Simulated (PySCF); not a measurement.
What happened in this job?

A geometry optimisation on [AgH10O5]2+ (charge +2 and doublet state). Level of theory: PBE0-D3(BJ)/def2-SVP geometry optimisation, gas phase, def2 core potentials past Kr in PySCF.

Driver input (Å, GFN2-xTB start):

```
{"job": {"xc": "PBE0", "basis": "def2-SVP", "d3": "d3bj", "grid": 1, "maxiter": 40, "kind": "geom"}, "charge": 2, "multiplicity": 2}
Ag    -0.0268     0.0126    -0.1302
O      0.1364    -0.0205     2.2471
H     -0.5762     0.0490     2.8926
H      0.9537    -0.0049     2.7574
O      2.1292    -0.0991    -0.9553
H      2.3092    -0.4839    -1.8235
H      2.9006    -0.2995    -0.4102
O      0.0618     2.1883    -0.3471
H      0.7358     2.5948    -0.9129
H     -0.0796     2.7997     0.3919
O     -2.1654     0.0556    -0.9771
H     -2.3349     0.4298    -1.8518
H     -2.9526     0.2398    -0.4469
O     -0.1558    -2.1664    -0.2035
H     -0.7383    -2.6062    -0.8421
H     -0.1972    -2.6890     0.6117
```

Output:

```
step   0  E = -527.78384101  max force = 0.010311
step   1  E = -527.78636402  max force = 0.003438
step   2  E = -527.78669257  max force = 0.002714
step   3  E = -527.78697207  max force = 0.002040
step   4  E = -527.78735829  max force = 0.002578
step   5  E = -527.78753038  max force = 0.001426
step   6  E = -527.78776866  max force = 0.002097
step   7  E = -527.78801179  max force = 0.003099
step   8  E = -527.78830124  max force = 0.003528
step   9  E = -527.78852750  max force = 0.002322
step  10  E = -527.78868572  max force = 0.001458
step  11  E = -527.78876819  max force = 0.001387
step  12  E = -527.78888335  max force = 0.002013
step  13  E = -527.78897154  max force = 0.001715
step  14  E = -527.78904877  max force = 0.001232
step  15  E = -527.78912349  max force = 0.001209
step  16  E = -527.78921030  max force = 0.002173
step  17  E = -527.78926603  max force = 0.001936
step  18  E = -527.78930788  max force = 0.002343
step  19  E = -527.78942696  max force = 0.002624
step  20  E = -527.78969109  max force = 0.004792
step  21  E = -527.78984574  max force = 0.006494
step  22  E = -527.79045050  max force = 0.003467
step  23  E = -527.79057692  max force = 0.008333
step  24  E = -527.79143973  max force = 0.002531
step  25  E = -527.79224880  max force = 0.004440
step  26  E = -527.79337939  max force = 0.004964
step  27  E = -527.79412483  max force = 0.003785
step  28  E = -527.79414857  max force = 0.006715
step  29  E = -527.79459992  max force = 0.001915
step  30  E = -527.79469801  max force = 0.001787
step  31  E = -527.79482424  max force = 0.002046
step  32  E = -527.79488778  max force = 0.002093
step  33  E = -527.79494752  max force = 0.001917
step  34  E = -527.79499156  max force = 0.001395
step  35  E = -527.79501596  max force = 0.001122
step  36  E = -527.79503147  max force = 0.000989
step  37  E = -527.79504630  max force = 0.000695
step  38  E = -527.79506026  max force = 0.000821
step  39  E = -527.79507254  max force = 0.000941
step  40  E = -527.79508412  max force = 0.000985
optimisation not converged
```

Energies are in Eh and forces in Eh/bohr.

Problem. Which diagnosis fits best?
A. step limit reached with the energy going up and down
B. step limit reached while the energy was still falling
C. step limit reached with the energy nearly constant

Solution. C. After 41 gradient evaluations the largest force component was 0.00098 Eh/bohr against a threshold of 0.00045, and over the last 5 steps the energy changed by -0.043 kcal/mol in all, within a range of 0.043 kcal/mol, the last step by -0.007 kcal/mol. The energy rose in none of the 40 steps.

Problem. What would you do next?

Solution. Restart from the last geometry, if need be with a computed Hessian or a finer grid, and confirm the end point by frequencies.

Time: 13 min wall. Hardware: one thread of an Arm Neoverse V1, no GPU, shared host.

Neither the SCF state along the optimisation nor the shape of the open-shell metal species was proved the lowest: other solutions of the same spin, or a structure of lower symmetry, can lie below.
